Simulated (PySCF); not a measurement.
Compound: C2H10N2OSi2.
Atom-mapped SMILES: `[CH3:1][CH2:2][O:3][SiH:4]1[NH:5][SiH2:6][NH:7]1`

Cartesian coordinates in Å at the GFN2-xTB level; atoms count from 1:
```
atom  x, y, z in Å
C1    -3.0139   -0.3311    0.5550
C2    -1.8921    0.5725    0.0670
O3    -0.7240   -0.1761   -0.0940
Si4    0.7195    0.3404   -0.5770
N5     1.7373   -1.0135   -0.9277
Si6    3.0396   -0.5238    0.1044
N7     1.9184    0.6968    0.6288
H8    -3.1635   -1.1447   -0.1494
H9    -3.9359    0.2363    0.6491
H10   -2.7528   -0.7545    1.5209
H11   -2.1622    1.0306   -0.8930
H12   -1.7173    1.3816    0.7863
H13    0.6230    1.3695   -1.6121
H14    1.6941   -1.6882   -1.6657
H15    4.1861    0.0087   -0.6274
H16    3.3805   -1.4888    1.1412
H17    2.0564    1.4963    1.2176
```

NICS is the negative of the GIAO shielding at a point without a nucleus: at the ring centre (0) and 1 Å above and below it (1); zz is the component along the ring normal. Level: GIAO PBE0/pcSseg-1 (PySCF, non-relativistic, gas phase) on the GFN2-xTB geometry, one conformer.

Ring bond lengths (Å), with Mayer bond orders in brackets: Si4–N5 1.730 (0.96), N5–Si6 1.732 (0.98), Si6–N7 1.738 (0.97), N7–Si4 1.737 (0.94).

Question: What do the NICS probes read (ppm)?

Answer: 
| ring | type | NICS(0) | NICS(1), two faces | NICS(1)zz, two faces | rms pucker (Å) | centre to ring atoms, mean (Å) |
| --- | --- | --- | --- | --- | --- | --- |
| Si4–N5–Si6–N7 | 4-membered ring with 2 N and 2 Si; formal bonds all single | -9.3 | -1.9 / -2.8 | 0.5 / -2.2 | 0.06 | 1.22 |

Question: What do they say, and how far can they be read as aromaticity?

Answer: 
- Si4–N5–Si6–N7: mean NICS(1)zz -0.9 ppm, near zero. Si4, Si6 have four or more neighbours, so the value isn't read as a sign of a π ring current. NICS(0) lies 7 ppm below the mean NICS(1).

Question: What is the mean of the two in-plane components of NICS at the second NICS(1) probe listed for ring Si4–N5–Si6–N7, 1 Å off the ring?

Answer: The isotropic value is a third of the trace: (3 × -2.8 − (-2.2))/2 = -3.1 ppm.

Question: Give the inner angles of the rings and the Hirshfeld charges of the ring atoms.

Answer: 
- Si4–N5–Si6–N7: Si4 84.0° (+0.449 e), N5 95.8° (-0.347 e), Si6 83.9° (+0.405 e), N7 95.3° (-0.352 e); sum 358.9° against 360° for a flat convex ring.

Hardware: Arm Neoverse N1, one thread, no GPU, shared host with 32 logical CPUs at a one-minute load of 25. Cost: 39 s of wall time, 0.91 GiB resident at most. This is the whole shielding run at PBE0/pcSseg-1, SCF included.
